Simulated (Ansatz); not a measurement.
`[OH][Zn][SH]` + ethane → `C[CH2][Zn][SH]` + H₂O  (formal exchange of groups at a Zn–O bond)

Program: Ansatz. Geometries: PBE0-D4/def2-TZVP. ΔE: electronic, gas phase. CCSD(T)/CBS adds triple-zeta CCSD(T) − MP2 to the extrapolated MP2 energy (def2 sets, frozen cores). This one scheme is used for every species. Functionals use def2-TZVPP. For Zn outer-core shells are correlated without core-valence functions, which leaves a few kJ/mol of doubt a bond. Scalar relativity is left out up to krypton. Each species was taken in one conformer, which may not be the lowest.

```
             level  ΔE (kJ/mol)
          BHLYP-D4         69.0
          PBE-QIDH         63.3
               PBE         61.3
            r2SCAN         67.3
              PBE0         61.3
     CCSD/def2-SVP         65.3
SCS-MP2/def2-TZVPP         67.6
     MP2/CBS(def2)         63.3
```

Task: What does CCSD(T)/CBS give? (An estimate is asked.)

Result: The calculation gave: +64.8 kJ/mol. The listed levels differ from it by 4.2, -1.5, -3.5, 2.5, -3.5, 0.5, 2.8, -1.5 kJ/mol.

Largest T1 diagnostic among the species: 0.016.

The D4 term adds −4.5 kJ/mol with B3LYP and −2.6 kJ/mol with PBE0; it sums over pairs of atoms, weighted by their polarisabilities, and B3LYP, whose exchange is more repulsive, gets the larger term. Leaving LDA and LC-ωPBE aside and taking each functional with its dispersion term where it has one, the values, not all of them listed here, spread over 13.6 kJ/mol, from revPBE-D4 to B97M-V. LDA lies −5.1 kJ/mol from PBE without D4.

B3LYP here is the variant with VWN-RPA as its local correlation; programs differ in this.
